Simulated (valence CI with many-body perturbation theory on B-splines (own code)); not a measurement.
Os VI: E2, M1 decay

Computed by relativistic CI+MBPT: three valence electrons over a frozen Dirac-Fock core [Xe] 4f14, a basis of 9 s, 9 p, 10 d, 8 f, 5 g, 3 h, 1 i functions for each j, with the one-electron correlation potential Σ1 (screened to all orders), the two-electron term Σ2, the three-electron term Σ3, Breit, model QED; selected single and double excitations, second order for the rest, scaled by the run's own slope (own B-spline code, finite nucleus).

Against 68 measured levels this calculation errs by 1430 cm⁻¹ on average and by 5347 at most. 1 measured level below the end of the list, from 220745 cm⁻¹ on, found no clear computed partner.

Lines 51 to 100 of 119 in falling wavelength, among levels below 27.561 eV, chosen from the decays that carry over 1 % of a level's rate. Wavelengths and rates use the calculated energies, so an error of 1000 cm⁻¹ moves a line at 346.8 nm by 3.5 % and its rate by three times that or more. Electric multipoles are in the length gauge, E1 and E2 with the static RPA response of the core. Weak lines are less certain than strong ones. Lines between different terms over intervals too small for the method are left out, as are lines whose strength nearly cancels and 1 of this kind that miss the measured wavelength by over 7 %.

Levels are named by their leading jj configuration (3d3/2^4 stands for four electrons in 3d with j = 3/2), which in mixed levels can hold well under half, so a name can repeat and another be missing. Letters in brackets count levels of one name in rising energy.

```tsv
λ vac (nm)	λ from measured levels	Upper	Lower	Type	A (s⁻¹)	Branch %
346.8	356.9	(5d3/2 5d5/2^2) J=5/2 [b]	(5d3/2^2 5d5/2) J=5/2	M1	5.26e+00	12.8
343.4	355.2	(5d3/2 5d5/2^2) J=5/2 [c]	(5d3/2^2 5d5/2) J=7/2	E2	2.79e-01	1.2
339.2	346.5	(5d3/2 5d5/2^2) J=1/2	(5d3/2^3) J=3/2	M1	8.98e-01	2.7
334.7	344.8	(5d3/2 5d5/2^2) J=7/2 [b]	(5d3/2^2 5d5/2) J=7/2	M1	2.01e+00	8.1
313.6	322.1	(5d3/2 5d5/2^2) J=3/2 [b]	(5d3/2 5d5/2^2) J=1/2	M1	4.24e+00	4.0
303.7	312.3	(5d3/2 5d5/2^2) J=3/2 [b]	(5d3/2 5d5/2^2) J=3/2 [a]	M1	9.99e+00	9.5
303.7	312.3	(5d3/2 5d5/2^2) J=3/2 [b]	(5d3/2 5d5/2^2) J=3/2 [a]	E2	1.09e+00	1.0
294.9	302.0	(5d5/2^3) J=5/2	(5d3/2 5d5/2^2) J=3/2 [a]	M1	3.96e+01	24.2
289.2	295.8	(5d5/2^3) J=3/2	(5d3/2^2 5d5/2) J=5/2	M1	1.56e+01	21.6
286.1	293.7	(5d3/2 5d5/2^2) J=7/2 [b]	(5d3/2^2 5d5/2) J=5/2	M1	3.28e+00	13.2
284.7	290.5	(5d3/2 5d5/2^2) J=5/2 [b]	(5d3/2^3) J=3/2	M1	6.32e-01	1.5
277.6	285.0	(5d3/2 5d5/2^2) J=3/2 [b]	(5d3/2 5d5/2^2) J=5/2 [a]	M1	1.97e+00	1.9
270.3	276.4	(5d5/2^3) J=5/2	(5d3/2 5d5/2^2) J=5/2 [a]	M1	3.69e+01	22.6
260.9	270.3	(5d3/2 5d5/2^2) J=3/2 [b]	(5d3/2 5d5/2^2) J=7/2 [a]	E2	1.11e+01	10.5
254.4	262.6	(5d5/2^3) J=5/2	(5d3/2 5d5/2^2) J=7/2 [a]	M1	9.98e+00	6.1
247.0	252.5	(5d3/2 5d5/2^2) J=5/2 [c]	(5d3/2^3) J=3/2	M1	7.24e+00	31.5
247.0	252.5	(5d3/2 5d5/2^2) J=5/2 [c]	(5d3/2^3) J=3/2	E2	7.93e-01	3.5
244.7	248.7	(5d5/2^3) J=3/2	(5d3/2^3) J=3/2	M1	3.58e+00	4.9
226.9	231.8	(5d3/2 5d5/2^2) J=3/2 [b]	(5d3/2^2 5d5/2) J=1/2	M1	3.10e+00	2.9
226.9	231.8	(5d3/2 5d5/2^2) J=3/2 [b]	(5d3/2^2 5d5/2) J=1/2	E2	1.17e+00	1.1
215.5	219.9	(5d3/2 5d5/2^2) J=3/2 [b]	(5d3/2^2 5d5/2) J=3/2	M1	9.30e+00	8.8
215.5	219.9	(5d3/2 5d5/2^2) J=3/2 [b]	(5d3/2^2 5d5/2) J=3/2	E2	2.43e+00	2.3
209.8	215.9	(5d5/2^3) J=5/2	(5d3/2^2 5d5/2) J=9/2	E2	4.94e+00	3.0
200.0	206.3	(5d3/2 5d5/2^2) J=3/2 [b]	(5d3/2^2 5d5/2) J=7/2	E2	2.94e+00	2.8
196.2	201.8	(5d5/2^3) J=5/2	(5d3/2^2 5d5/2) J=7/2	M1	8.20e+00	5.0
181.6	186.9	(5d3/2 5d5/2^2) J=3/2 [b]	(5d3/2^2 5d5/2) J=5/2	M1	9.61e+00	9.1
128.6	130.9	(5d3/2 5d5/2 6s) J=7/2 [a]	(5d3/2 5d5/2^2) J=11/2	E2	5.97e+01	1.4
127.5	130.0	(5d3/2^2 6s) J=5/2	(5d3/2 5d5/2^2) J=9/2	E2	8.50e+01	2.0
123.0	125.1	(5d3/2^2 6s) J=1/2	(5d3/2 5d5/2^2) J=5/2 [b]	E2	9.99e+01	1.6
122.8	124.0	(5d3/2 5d5/2 6s) J=7/2 [a]	(5d3/2 5d5/2^2) J=3/2 [a]	E2	6.51e+01	1.5
121.9	123.2	(5d3/2^2 6s) J=3/2	(5d3/2^2 5d5/2) J=1/2	E2	2.53e+02	7.0
118.5	119.7	(5d3/2^2 6s) J=3/2	(5d3/2^2 5d5/2) J=3/2	E2	2.73e+02	7.5
118.4	120.5	(5d5/2^2 6s) J=9/2	(5d3/2 5d5/2^2) J=11/2	E2	1.50e+02	3.2
118.3	119.5	(5d3/2 5d5/2 6s) J=7/2 [a]	(5d3/2 5d5/2^2) J=5/2 [a]	E2	1.34e+02	3.1
117.5	118.8	(5d3/2^2 6s) J=5/2	(5d3/2^2 5d5/2) J=1/2	E2	6.13e+01	1.4
116.4	118.3	(5d3/2 5d5/2 6s) J=7/2 [a]	(5d3/2 5d5/2^2) J=9/2	E2	2.10e+02	4.8
115.9	117.3	(5d3/2 5d5/2 6s) J=5/2 [a]	(5d3/2 5d5/2^2) J=1/2	E2	1.12e+02	1.9
115.1	116.8	(5d3/2 5d5/2 6s) J=7/2 [a]	(5d3/2 5d5/2^2) J=7/2 [a]	E2	1.28e+02	2.9
114.5	115.9	(5d3/2 5d5/2 6s) J=5/2 [a]	(5d3/2 5d5/2^2) J=3/2 [a]	E2	4.83e+02	8.1
114.4	115.5	(5d3/2^2 6s) J=5/2	(5d3/2^2 5d5/2) J=3/2	E2	2.21e+02	5.2
114.0	115.9	(5d3/2^2 6s) J=5/2	(5d3/2^2 5d5/2) J=9/2	E2	4.70e+02	11.1
113.7	115.6	(5d3/2^2 6s) J=3/2	(5d3/2^2 5d5/2) J=7/2	E2	2.39e+02	6.6
113.6	115.6	(5d3/2^2 6s) J=1/2	(5d3/2 5d5/2^2) J=3/2 [a]	E2	8.19e+01	1.3
110.6	112.0	(5d3/2 5d5/2 6s) J=5/2 [a]	(5d3/2 5d5/2^2) J=5/2 [a]	E2	8.50e+01	1.4
109.9	111.7	(5d3/2^2 6s) J=5/2	(5d3/2^2 5d5/2) J=7/2	E2	9.47e+02	22.4
109.8	111.7	(5d3/2^2 6s) J=1/2	(5d3/2 5d5/2^2) J=5/2 [a]	E2	1.49e+03	23.5
109.6	110.7	(5d5/2^2 6s) J=9/2	(5d3/2 5d5/2^2) J=5/2 [a]	E2	5.46e+02	11.7
109.0	111.0	(5d3/2 5d5/2 6s) J=5/2 [a]	(5d3/2 5d5/2^2) J=9/2	E2	1.25e+03	21.1
108.0	109.7	(5d5/2^2 6s) J=9/2	(5d3/2 5d5/2^2) J=9/2	E2	4.09e+02	8.8
107.9	109.6	(5d3/2 5d5/2 6s) J=5/2 [a]	(5d3/2 5d5/2^2) J=7/2 [a]	E2	1.38e+03	23.3
```
